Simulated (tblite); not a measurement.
C₄H₈F₂S.
Bonds: F1–C2, C2–C3, C3–C4, C4–S5, S5–C6, C6–F7. Hydrogens: H8, H9 on C2; H10, H11 on C3; H12, H13 on C4; H14, H15 on C6.

Computed with GFN2-xTB (tblite), gas phase: Langevin dynamics at 400 K from the optimised GFN2-xTB geometry, time step 0.5 fs, friction 0.01 fs⁻¹, 2000 steps.

Start geometry:
```
atom  x, y, z in Å
F1     -2.771    0.976    0.096
C2     -1.790    0.352    0.829
C3     -0.959   -0.551   -0.072
C4     -0.117    0.257   -1.050
S5      1.207    1.211   -0.229
C6      2.391   -0.112    0.126
F7      2.012   -0.888    1.184
H8     -2.297   -0.221    1.611
H9     -1.178    1.142    1.275
H10    -1.631   -1.197   -0.641
H11    -0.327   -1.179    0.557
H12     0.355   -0.382   -1.797
H13    -0.731    1.004   -1.552
H14     3.340    0.363    0.384
H15     2.491   -0.768   -0.743
```

The statistics below take the 31 frames saved every 25 fs from 250 to 1000 fs; their kinetic temperature (all 3N coordinates) averages 454 K.

Task: Give the mean, spread and extremes of the bond lengths.

Result: 
```json
{"bond": "F1–C2", "start (Å)": "1.375", "mean (Å)": "1.376", "standard deviation (Å)": "0.033", "shortest (Å)": "1.309", "longest (Å)": "1.467"}
{"bond": "C2–C3", "start (Å)": "1.521", "mean (Å)": "1.536", "standard deviation (Å)": "0.045", "shortest (Å)": "1.470", "longest (Å)": "1.634"}
{"bond": "C3–C4", "start (Å)": "1.523", "mean (Å)": "1.528", "standard deviation (Å)": "0.039", "shortest (Å)": "1.465", "longest (Å)": "1.636"}
{"bond": "C4–S5", "start (Å)": "1.827", "mean (Å)": "1.840", "standard deviation (Å)": "0.041", "shortest (Å)": "1.739", "longest (Å)": "1.944"}
{"bond": "S5–C6", "start (Å)": "1.810", "mean (Å)": "1.828", "standard deviation (Å)": "0.041", "shortest (Å)": "1.760", "longest (Å)": "1.916"}
{"bond": "C6–F7", "start (Å)": "1.366", "mean (Å)": "1.376", "standard deviation (Å)": "0.037", "shortest (Å)": "1.316", "longest (Å)": "1.483"}
{"bond": "C2–H8", "start (Å)": "1.094", "mean (Å)": "1.095", "standard deviation (Å)": "0.039", "shortest (Å)": "1.016", "longest (Å)": "1.182"}
{"bond": "C2–H9", "start (Å)": "1.095", "mean (Å)": "1.107", "standard deviation (Å)": "0.052", "shortest (Å)": "0.984", "longest (Å)": "1.205"}
{"bond": "C3–H10", "start (Å)": "1.093", "mean (Å)": "1.094", "standard deviation (Å)": "0.026", "shortest (Å)": "1.044", "longest (Å)": "1.159"}
{"bond": "C3–H11", "start (Å)": "1.090", "mean (Å)": "1.098", "standard deviation (Å)": "0.046", "shortest (Å)": "1.019", "longest (Å)": "1.196"}
{"bond": "C4–H12", "start (Å)": "1.090", "mean (Å)": "1.099", "standard deviation (Å)": "0.042", "shortest (Å)": "1.013", "longest (Å)": "1.181"}
{"bond": "C4–H13", "start (Å)": "1.090", "mean (Å)": "1.100", "standard deviation (Å)": "0.030", "shortest (Å)": "1.039", "longest (Å)": "1.156"}
{"bond": "C6–H14", "start (Å)": "1.092", "mean (Å)": "1.094", "standard deviation (Å)": "0.033", "shortest (Å)": "1.015", "longest (Å)": "1.147"}
{"bond": "C6–H15", "start (Å)": "1.093", "mean (Å)": "1.099", "standard deviation (Å)": "0.022", "shortest (Å)": "1.050", "longest (Å)": "1.144"}
```

Task: Give the same statistics for bond angles, one of each kind among heavy atoms.

Result: 
```json
{"angle": "F1–C2–C3", "start (°)": "110.1", "mean (°)": "110.3", "standard deviation (°)": "4.4", "smallest (°)": "102.2", "largest (°)": "122.9"}
{"angle": "C2–C3–C4", "start (°)": "111.6", "mean (°)": "113.0", "standard deviation (°)": "3.6", "smallest (°)": "104.6", "largest (°)": "121.1"}
{"angle": "C3–C4–S5", "start (°)": "112.9", "mean (°)": "114.4", "standard deviation (°)": "4.0", "smallest (°)": "105.9", "largest (°)": "122.8"}
{"angle": "C4–S5–C6", "start (°)": "100.4", "mean (°)": "101.6", "standard deviation (°)": "4.9", "smallest (°)": "91.6", "largest (°)": "112.2"}
{"angle": "S5–C6–F7", "start (°)": "112.7", "mean (°)": "111.9", "standard deviation (°)": "5.3", "smallest (°)": "98.7", "largest (°)": "125.9"}
```

Task: How far does each atom move about its mean position (frames aligned on the start, all atoms weighted alike), and what rms force does it feel?

Result: 
| atom | rms displacement (Å) | rms force (eV/Å) |
| --- | --- | --- |
| F1 | 0.31 | 1.26 |
| C2 | 0.12 | 2.59 |
| C3 | 0.13 | 2.34 |
| C4 | 0.12 | 2.11 |
| S5 | 0.23 | 1.11 |
| C6 | 0.13 | 1.70 |
| F7 | 0.55 | 1.17 |
| H8 | 0.33 | 1.44 |
| H9 | 0.30 | 1.78 |
| H10 | 0.22 | 1.00 |
| H11 | 0.25 | 1.52 |
| H12 | 0.25 | 1.38 |
| H13 | 0.21 | 1.11 |
| H14 | 0.40 | 1.28 |
| H15 | 0.46 | 1.00 |

The displacements run from 0.12 to 0.55 Å, the largest at F7.

Task: Follow the torsions F1–C2–C3–C4, C2–C3–C4–S5, C3–C4–S5–C6 and C4–S5–C6–F7 through every second one of these frames.

Result: 
| t (fs) | F1–C2–C3–C4 (°) | C2–C3–C4–S5 (°) | C3–C4–S5–C6 (°) | C4–S5–C6–F7 (°) |
| --- | --- | --- | --- | --- |
| 250 | 65 | 59 | 70 | -78 |
| 300 | 74 | 67 | 67 | -72 |
| 350 | 88 | 56 | 75 | -63 |
| 400 | 70 | 79 | 62 | -64 |
| 450 | 77 | 81 | 45 | -87 |
| 500 | 85 | 67 | 73 | -121 |
| 550 | 89 | 61 | 73 | -135 |
| 600 | 91 | 61 | 91 | -136 |
| 650 | 67 | 70 | 80 | -136 |
| 700 | 51 | 72 | 79 | -124 |
| 750 | 62 | 66 | 95 | -105 |
| 800 | 70 | 68 | 79 | -81 |
| 850 | 64 | 75 | 79 | -88 |
| 900 | 70 | 86 | 56 | -67 |
| 950 | 87 | 68 | 59 | -66 |
| 1000 | 116 | 58 | 71 | -81 |

Largest departure from the start value over all these frames: F1–C2–C3–C4 48° (start 69°), C2–C3–C4–S5 19° (start 68°), C3–C4–S5–C6 31° (start 76°), C4–S5–C6–F7 63° (start -76°).

Task: How widely does the potential energy scatter, against a harmonic estimate?

Result: Mean 0.83 eV above the start, standard deviation 0.186 eV, range 0.45 to 1.20 eV. For 39 classical harmonic modes at 400 K the canonical values are 39kT/2 = 0.67 eV and kT·√(39/2) = 0.152 eV.

The run is classical and short, so these are rough statistics of one trajectory.

The cost below is that of the whole dynamics run. Hardware: an Arm Neoverse N1 with one thread, shared host with 64 logical CPUs at a one-minute load of 58. Cost: 17 s wall, 0.19 GiB resident at most.
